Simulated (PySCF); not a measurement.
B(F)(Et)(NH2) (C2H7BFN), SMILES CCB(N)F. Atoms are numbered in the order given.

```xyz
12

B     -0.1241     0.3871     0.4197
F     -1.3066    -0.1649     0.7814
C      0.4215     0.1110    -1.0386
C      0.3732    -1.3737    -1.4262
H      1.4434     0.5103    -1.1584
H     -0.2126     0.6904    -1.7362
H     -0.6473    -1.7748    -1.3230
H      1.0291    -1.9788    -0.7784
H      0.6951    -1.5383    -2.4671
N      0.5333     1.1777     1.3749
H      0.1480     1.3488     2.2957
H      1.4236     1.6231     1.2009
```

The structure is a stationary point at ωB97X-D3(BJ)/def2-SVP. Other conformers were not sampled.

Two levels are set side by side: PBE/pcSseg-1 (PySCF) and PBE0/pcSseg-1 (PySCF). GIAO shifts against BF3 (¹¹B), CFCl3 (¹⁹F), NH3 (¹⁵N), TMS (¹H), TMS (¹³C) at the same level; non-relativistic, no solvent, atoms listed together averaged. Differences are taken from unrounded values.

```tsv
quantity	PBE0
δ(¹¹B) of B1 (ppm)	21.6
δ(¹⁹F) of F2 (ppm)	-122.1
δ(¹³C) of C3 (ppm)	12.0
δ(¹³C) of C4 (ppm)	11.9
δ(¹⁵N) of N10 (ppm)	83.5
```

### Question
What does PBE give, and how far is it from PBE0? (Estimate from the structure and the level; the computed values follow.)

### Answer

| quantity | PBE | PBE minus PBE0 |
|---|---|---|
| δ(¹¹B) of B1 (ppm) | 21.2 | -0.5 |
| δ(¹⁹F) of F2 (ppm) | -138.2 | -16.1 |
| δ(¹³C) of C3 (ppm) | 13.1 | 1.1 |
| δ(¹³C) of C4 (ppm) | 12.7 | 0.7 |
| δ(¹⁵N) of N10 (ppm) | 88.0 | 4.5 |

Rough cost on one machine, each run with all the roots and properties that it gave: PBE0 against PBE within a factor of 2.
